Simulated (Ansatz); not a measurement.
Breaking a bond: NBe (cation, charge +1), lowest singlet found (which spin is the ground state isn't settled by this scan).

- RHF/aug-cc-pVDZ (Ansatz, a first-principles code)
- RMP2 = MP2 on RHF/aug-cc-pVDZ, frozen core run with Ansatz
- RKS-PBE0 = restricted PBE0/aug-cc-pVDZ run with Ansatz
- RKS-BLYP = restricted BLYP/aug-cc-pVDZ (Ansatz)
- RKS-PBE = restricted PBE/aug-cc-pVDZ (Ansatz)
- FCI = full CI/aug-cc-pVDZ, frozen core (Ansatz)

All curves are set to zero at 1.58 Å and compared with full CI in the same basis at 1.58, 1.63, 1.69, 1.75, 1.82, 1.89, 1.98, 2.09, 2.27, 2.44, 2.66, 2.93, 3.29 Å.

### Question
Which method stays most parallel to full CI over these points, and which least?

### Answer
RKS-BLYP has the smallest spread and RHF the largest. In order (kJ/mol): RKS-BLYP 85.09, RKS-PBE 97.73, RMP2 134.87, RKS-PBE0 141.62, RHF 197.93.

Errors against full CI at some of the points (kJ/mol):

```json
[
 {"method": "RKS-BLYP", "1.98 Å": "11.1", "2.44 Å": "36.5", "3.29 Å": "85.1"},
 {"method": "RKS-PBE", "1.98 Å": "12.3", "2.44 Å": "41.8", "3.29 Å": "97.7"},
 {"method": "RMP2", "1.98 Å": "22.2", "2.44 Å": "62.6", "3.29 Å": "134.9"},
 {"method": "RKS-PBE0", "1.98 Å": "28.4", "2.44 Å": "68.4", "3.29 Å": "141.6"},
 {"method": "RHF", "1.98 Å": "48.5", "2.44 Å": "98.7", "3.29 Å": "197.9"}
]
```

The scan ran from 1.21 to 5.70 Å; beyond the distances shown full CI changes its symmetry label. The restricted form behind RHF, RMP2, RKS-PBE0, RKS-BLYP, RKS-PBE keeps the bonding electrons paired and can't separate into open-shell fragments. The T1 diagnostic of CCSD on the restricted reference of RMP2 exceeds 0.045 at 2.66 to 3.29 Å. Also computed but left out beside FCI, since their determinant holds another spin at the minimum (<S²> over 0.7 above the pure value): UHF, UMP2, UCCSD, UCCSD(T), UKS-PBE0, UKS-BLYP, UKS-PBE, UKS-B3LYP/6-31G*, UKS-BP86/6-31G*, UKS-M06-2X/6-31G*, UHF/3-21G.
